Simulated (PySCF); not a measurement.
C₄H₉O, SMILES CC(C)(C)[O], multiplicity 2. Coordinates come from a PBE0-D3(BJ)/def2-SVP optimisation. The isomer is the one that the SMILES or the coordinates give; other isomers of the formula were not compared.

Calculation: PBE0-D3(BJ)/def2-SVP in PySCF.

Harmonic wavenumbers (cm⁻¹): 188, 251, 255, 328, 332, 408, 412, 435, 763, 891, 919, 932, 944, 1003, 1011, 1175, 1198, 1269, 1353, 1357, 1389, 1431, 1446, 1453, 1460, 1462, 1489, 3056, 3060, 3065, 3156, 3161, 3168, 3169, 3174, 3182. Rotational constants (GHz): 4.974, 4.967, 4.481; symmetry number 1.

Question: Work out the zero-point energy and the ideal-gas rigid-rotor harmonic-oscillator thermochemistry at 298.15 K and 1 atm.

Answer: ZPE = ½ Σ hcν = ½ × 53745 cm⁻¹ = 321.46 kJ/mol. H − E(el) = 340.99 kJ/mol. Entropy in J/(mol K): translation 162.27, rotation 106.59, vibration 50.61, spin 5.76, total 325.24. G − E(el) = 244.02 kJ/mol. Cp = 107.35 J/(mol K).
